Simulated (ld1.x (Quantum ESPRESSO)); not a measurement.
**Which change was made? (Te, TM)**

```json
{
  "Element": "Te (Z = 52)",
  "Generator": "ld1.x (Quantum ESPRESSO) 7.5",
  "Type": "norm-conserving Troullier–Martins (Kleinman–Bylander form)",
  "Functional": "LDA (PZ)",
  "Relativity": "scalar-relativistic",
  "Frozen core": "[Kr] 4d10",
  "Valence charge": "6",
  "Reference configuration": "5s1.75 5p4.25",
  "Partial waves": "5s (bound): rc 1.85 bohr; 5p (bound): rc 1.70 bohr",
  "Local potential": "all-electron potential smoothed inside 1.75 bohr (lloc = -2)",
  "Core correction": "a·sin(br)/r model core, default radius (core density twice the valence density)"
}
```

Cutoffs, loose and tight: the cutoffs (Ry, on a coarse ladder) from which the occupation-weighted sum of valence levels, in a spherical-Bessel basis at the reference potential, stays within 10 and 1 mRy of its value at 400 Ry. They do not see the model core or the augmentation charge, which bear on the density cutoff. Test errors are all-electron minus pseudo excitation energies from the reference, over the configurations 5s2 5p4; 5s2 5p3; 5s2 5p2; 5s2 5p3.5; 5s2 5p4.3; 5s1 5p5; 5s2 5p0 (two spin-polarised tests are not counted in the largest error); variants that change the core or the reference have their own tests.

The base gives: outcome: generated; cutoff, loose: 40 Ry; cutoff, tight: 70 Ry; bound ghosts: d; largest test error (meV): -184.

After one change the result is: outcome: generated; cutoff, loose: 260 Ry; cutoff, tight: over 300 Ry; bound ghosts: p, s, d; largest test error (meV): -930. Which change was it?
A. all radii but the core radius scaled by about 0.75 (s 1.38, p 1.28 bohr); local potential all-electron potential smoothed inside 1.32 bohr (lloc = -2)
B. type TM semilocal; local potential the p channel
C. wave 5s (bound): rc 1.85 bohr becomes 5s (bound): rc 2.78 bohr
D. reference 5s2 5p2

A. The others give: reference 5s2 5p2 → outcome: generated; cutoff, loose: 35 Ry; cutoff, tight: 70 Ry; bound ghosts: d; largest test error (meV): -94 | type TM semilocal; local potential the p channel → outcome: generated; cutoff, loose: 40 Ry; cutoff, tight: 70 Ry; bound ghosts: none; largest test error (meV): -224 | wave 5s (bound): rc 1.85 bohr becomes 5s (bound): rc 2.78 bohr → outcome: generated; cutoff, loose: 40 Ry; cutoff, tight: 70 Ry; bound ghosts: d; largest test error (meV): +47.
